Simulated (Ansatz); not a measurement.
C2H3F2Ga, SMILES `F/C=[C](/F)[GaH2]`, relaxed with RKS PBE0-D4/def2-TZVP in the Gaussian-basis code of Ansatz from a GFN2-xTB geometry. The force threshold is 0.005 eV/Å; the program also tests the step.

Charge 0, multiplicity 1.

Start:

```xyz
8

F    -0.828   -0.469   -1.174
C    -1.223    0.311   -0.080
C    -0.212    0.523    0.754
F    -0.420    1.262    1.859
Ga    1.283   -0.492   -0.182
H    -2.262    0.600   -0.113
H     2.160    0.258   -1.226
H     1.502   -1.992    0.162
```

| step | energy (eV) | largest force (eV/Å) | largest move (Å) |
| --- | --- | --- | --- |
| 1 | -59921.2918 | 0.556 | 0.000 |
| 2 | -59921.3358 | 0.298 | 0.070 |
| 3 | -59921.3752 | 0.263 | 0.105 |
| 4 | -59921.3923 | 0.401 | 0.182 |
| 5 | -59921.4238 | 0.255 | 0.110 |
| 6 | -59921.4344 | 0.259 | 0.185 |
| 7 | -59921.4371 | 0.165 | 0.045 |
| 8 | -59921.4383 | 0.164 | 0.034 |
| 9 | -59921.4395 | 0.081 | 0.070 |
| 10 | -59921.4400 | 0.030 | 0.023 |
| 11 | -59921.4503 | 0.098 | 0.181 |
| 12 | -59921.4566 | 0.126 | 0.068 |
| 13 | -59921.4700 | 0.420 | 0.195 |
| 14 | -59921.4820 | 0.489 | 0.179 |
| 15 | -59921.5323 | 0.215 | 0.200 |
| 16 | -59921.5596 | 0.234 | 0.200 |
| 17 | -59921.5732 | 0.265 | 0.200 |
| 18 (rejected) | -59921.5124 | 1.277 | 0.118 |
| 19 | -59921.5785 | 0.058 | 0.059 |
| 20 (rejected) | -59921.5784 | 0.133 | 0.071 |
| 21 | -59921.5795 | 0.020 | 0.035 |
| 22 | -59921.5800 | 0.021 | 0.050 |
| 23 (rejected) | -59921.5795 | 0.051 | 0.028 |
| 24 | -59921.5801 | 0.001 | 0.006 |

End:

```xyz
8

F    -1.654   -1.032   -0.639
C    -1.425    0.127   -0.022
C    -0.187    0.522    0.260
F    -0.093    1.720    0.889
Ga    1.478   -0.443   -0.139
H    -2.328    0.683    0.211
H     2.809    0.249    0.294
H     1.399   -1.826   -0.854
```

Run time 2.4 min (4 threads of a server CPU on a shared host); peak host memory 0.5 GiB.
